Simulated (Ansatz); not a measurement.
`CBCF` and `NBCF` differ in one atom or group.

Ansatz, PBE0-D4/def2-TZVP geometries, multiplicity 1. Each molecule was computed in one conformer, which needn't be the lowest.

| property | `CBCF` |
| --- | --- |
| size of the dipole moment (PBE/def2-TZVPP) / D | 2.22 |
| HOMO energy (PBE/def2-TZVPP) / eV | -7.04 |
| size of the dipole moment (ωB97M-V/def2-TZVPP) / D | 2.30 |
| HOMO energy (ωB97M-V/def2-TZVPP) / eV | -11.02 |
| LUMO energy (B3LYP/def2-TZVPP) / eV | -1.30 |
| size of the dipole moment (B3LYP/def2-TZVPP) / D | 2.30 |

(1) What does the change do to each property? (An estimate is asked.)

Answers

(1) Ansatz gave: 
| property | `NBCF` | shift |
| --- | --- | --- |
| size of the dipole moment (PBE/def2-TZVPP) / D | 1.44 | -0.78 |
| HOMO energy (PBE/def2-TZVPP) / eV | -6.99 | 0.05 |
| size of the dipole moment (ωB97M-V/def2-TZVPP) / D | 1.48 | -0.82 |
| HOMO energy (ωB97M-V/def2-TZVPP) / eV | -10.99 | 0.03 |
| LUMO energy (B3LYP/def2-TZVPP) / eV | 0.23 | 1.53 |
| size of the dipole moment (B3LYP/def2-TZVPP) / D | 1.49 | -0.81 |

With PBE0 the HOMO rises by 0.05 eV and the LUMO rises by 1.54 eV, so the gap widens by about 1.49 eV. PBE moves the HOMO by 0.05 eV and ωB97M-V by 0.03 eV. The zero-point energy changes by -19.3 kJ/mol with -3 modes. Dipoles are sizes alone; their direction can turn.

B3LYP here is the variant with VWN-RPA as its local correlation; programs differ in this.
